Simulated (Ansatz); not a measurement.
Cost and result for the atomization energy of Cl2H4O2Si2, SMILES `O[SiH](O)[SiH](Cl)Cl` (10 atoms, 9 bonds).

Z-matrix (Å, degrees):
```
Si
O 1 1.641
Si 1 2.346 2 103.2
O 1 1.639 2 114.4 3 117.8
H 1 1.482 2 111.6 3 -123.7
H 2 0.959 1 118.9 3 177.2
Cl 3 2.065 1 105.4 2 85.9
Cl 3 2.053 1 109.9 2 -157.0
H 3 1.480 1 118.2 2 -33.5
H 4 0.960 1 117.2 2 -72.1
```

The species carries charge 0 and has multiplicity 1. The structure was optimised at the PBE0-D4/def2-TZVP level. It is one conformer, not always the lowest. Program: Ansatz. All runs use 2 threads of an AMD EPYC 7R13 on a shared host and a share of an NVIDIA H100 80 GB. Times are those of one run each, without the atoms' runs, and a repeat can differ threefold. Electronic energies, without spin–orbit coupling; frozen cores. CCSD(T)/CBS adds CCSD(T) − MP2 in def2-TZVPP to the MP2 limit, and its time is that of the two runs behind it. T1 = 0.011. B3LYP takes the VWN-RPA correlation (the form of Gaussian; ORCA's B3LYP/G).

CCSD(T)/CBS is a level of theory with its own doubt, some kJ/mol a heavy atom from the limit and from the frozen cores, so smaller differences don't rank the functionals.

```tsv
level	functions	atomization (kJ/mol)	difference from CCSD(T)/CBS	per bond
ωB97X-V/def2-TZVPP	286	3559.1	-0.2	0.0
ωB97M-V/def2-TZVPP (with forces)	286	3553.3	-6.0	-0.7
MP2/def2-QZVPP	514	3611.4	52.1	5.8
CCSD(T)/CBS(def2)	–	3559.3	0.0	0.0
PBE-D4/def2-TZVPP (with forces)	286	3570.0	10.7	1.2
PBE0-D4/def2-TZVPP	286	3505.7	-53.6	-6.0
r2SCAN-D4/def2-TZVPP (with forces)	286	3552.5	-6.8	-0.8
B3LYP-D4/def2-TZVPP (with forces)	286	3503.0	-56.3	-6.3
CCSD(T)/def2-TZVPP	286	3431.6	-127.7	-14.2
B2PLYP/def2-TZVPP	286	3474.6	-84.7	-9.4
```

Problem. Order the runs by time, with rough figures. (Best estimate.)

Solution. Ansatz gave: PBE0-D4/def2-TZVPP 1.9 s; PBE-D4/def2-TZVPP (with forces) 2.1 s; B3LYP-D4/def2-TZVPP (with forces) 2.2 s; B2PLYP/def2-TZVPP 2.3 s; r2SCAN-D4/def2-TZVPP (with forces) 2.3 s; ωB97X-V/def2-TZVPP 2.7 s; MP2/def2-QZVPP 3.1 s; ωB97M-V/def2-TZVPP (with forces) 3.4 s; CCSD(T)/def2-TZVPP 4.1 s; CCSD(T)/CBS(def2) 7.2 s.

The D4 term adds +51.5 kJ/mol with B3LYP and +27.3 kJ/mol with PBE0; it sums over pairs of atoms, weighted by their polarisabilities, and B3LYP, whose exchange is more repulsive, gets the larger term. In def2-TZVPP, CCSD(T) changes the Hartree–Fock value by +889.3 kJ/mol (the triples alone add +60.0 kJ/mol) and MP2 by +992.7 kJ/mol; breaking electron pairs costs correlation energy, which Hartree–Fock lacks. From PBE to PBE0 (25 % exact exchange), in def2-TZVPP and without D4, the atomization energy moves by −60.0 kJ/mol: exact exchange takes away binding that semilocal exchange gives to molecules.
